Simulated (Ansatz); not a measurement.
Relaxation of CH₈OSSi₂ (13 atoms, charge 0, multiplicity 1), to a largest force component of 0.02 eV/Å in at most 50 steps.

Theory: RKS BHLYP-D4/def2-SVP (Ansatz 0.2.0).

```xyz
13
Properties=species:S:1:pos:R:3:forces:R:3
C -0.655 1.088 1.926 -3.05 5.71 3.28
O -0.289 0.021 1.132 0.42 -3.93 0.18
Si 0.042 0.273 -0.490 1.75 0.30 -1.28
Si -0.048 -1.682 -1.691 -1.83 -0.86 0.19
S 2.083 1.026 -0.574 -1.12 1.14 -0.77
H -1.632 1.581 1.524 1.63 -1.06 0.39
H 0.104 1.902 1.976 -0.05 -0.84 -0.51
H -0.355 -0.630 1.875 0.32 0.29 -1.84
H -0.833 1.330 -0.974 -0.21 0.12 0.06
H 0.188 -1.460 -3.103 0.29 0.21 -0.57
H 0.810 -2.728 -1.157 0.49 -0.24 0.21
H -1.487 -2.229 -1.583 0.82 0.33 -0.03
H 2.599 0.051 0.105 0.54 -1.18 0.70
```

Question: Where does it end, and by what steps?

Answer: The forces met the threshold. After 8 steps the energy has fallen by 1.245 eV; H13 moved furthest, 0.47 Å.

```json
{"step": "0", "energy less start (eV)": "0.0000", "largest force component (eV/Å)": "5.711", "accepted": "yes"}
{"step": "1", "energy less start (eV)": "-0.7324", "largest force component (eV/Å)": "3.063", "accepted": "yes"}
{"step": "2", "energy less start (eV)": "-1.0052", "largest force component (eV/Å)": "0.983", "accepted": "yes"}
{"step": "3", "energy less start (eV)": "-1.2098", "largest force component (eV/Å)": "0.642", "accepted": "yes"}
{"step": "4", "energy less start (eV)": "-1.1122", "largest force component (eV/Å)": "0.848", "accepted": "no"}
{"step": "5", "energy less start (eV)": "-1.2418", "largest force component (eV/Å)": "0.236", "accepted": "yes"}
{"step": "6", "energy less start (eV)": "-1.2444", "largest force component (eV/Å)": "0.052", "accepted": "yes"}
{"step": "7", "energy less start (eV)": "-1.2420", "largest force component (eV/Å)": "0.161", "accepted": "no"}
{"step": "8", "energy less start (eV)": "-1.2452", "largest force component (eV/Å)": "0.016", "accepted": "yes"}
```

```xyz
13
Properties=species:S:1:pos:R:3
C -0.759 1.273 2.290
O -0.572 0.043 1.055
Si 0.043 0.294 -0.510
Si -0.047 -1.739 -1.673
S 2.042 1.035 -0.498
H -1.621 1.763 1.811
H 0.110 1.879 1.982
H -0.368 -0.724 1.584
H -0.793 1.381 -1.038
H 0.356 -1.516 -3.079
H 0.912 -2.666 -1.024
H -1.407 -2.323 -1.617
H 2.629 -0.158 -0.320
```

Whether the end is a true minimum wasn't checked by a vibrational analysis.

Run time: 30 s on 2 threads of Intel(R) Xeon(R) Platinum 8488C (Sapphire Rapids) (shared host), peak memory 0.32 GiB.
